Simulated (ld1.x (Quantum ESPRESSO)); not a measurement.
## PBE PAW dataset for Gd (Z = 64), scalar-relativistic all-electron reference.

```
Element                 : gadolinium
Generator               : ld1.x (Quantum ESPRESSO) 7.5
Type                    : PAW
Functional              : PBE
Relativity              : scalar-relativistic
Frozen core             : [Kr] 4d10
Valence charge          : 18
Reference configuration : 4f7 5s2 5p6 5d1 6s0 6p0 (charge +2)
Partial waves           : 5s (bound): rcut 1.70, rcutus 1.85 bohr; 6s (bound, empty): rcut 1.70, rcutus 1.85 bohr; 5p (bound): rcut 2.00, rcutus 2.25 bohr; 6p (bound, empty): rcut 2.00, rcutus 2.25 bohr; 5d (bound): rcut 2.65, rcutus 3.30 bohr; 5d channel at 0.9 Ry: rcut 2.65, rcutus 3.30 bohr; 4f (bound): rcut 0.90, rcutus 1.00 bohr; 4f channel at -1.2 Ry: rcut 0.90, rcutus 1.00 bohr
Local potential         : all-electron potential smoothed inside 1.60 bohr (lloc = -1)
Core correction         : a·sin(br)/r model core inside 0.65 bohr
Augmentation charge     : PSQ, radius 0.65 bohr
```

All-electron outer shells of the reference configuration (PBE, scalar-relativistic, ld1.x):

| shell | level (eV) | outermost node (bohr) | outermost maximum (bohr) |
| --- | --- | --- | --- |
| 4p | -290.18 | 0.29 | 0.54 |
| 4d | -161.50 | 0.27 | 0.56 |
| 5s | -63.52 | 0.65 | 1.20 |
| 5p | -40.98 | 0.70 | 1.35 |
| 4f | -22.46 | – | 0.56 |
| 5d | -15.18 | 0.79 | 1.88 |
| 6s | -15.03 | 1.58 | 3.05 |
| 6p | -10.73 | 1.87 | 3.78 |

(1) Does this generation succeed?

Results:

(1) No. ld1.x (Quantum ESPRESSO) 7.5 stopped with "new_paw_hamiltonian: negative rho": the spherical valence density built from the smooth waves and the augmentation charge turned negative at some radius.
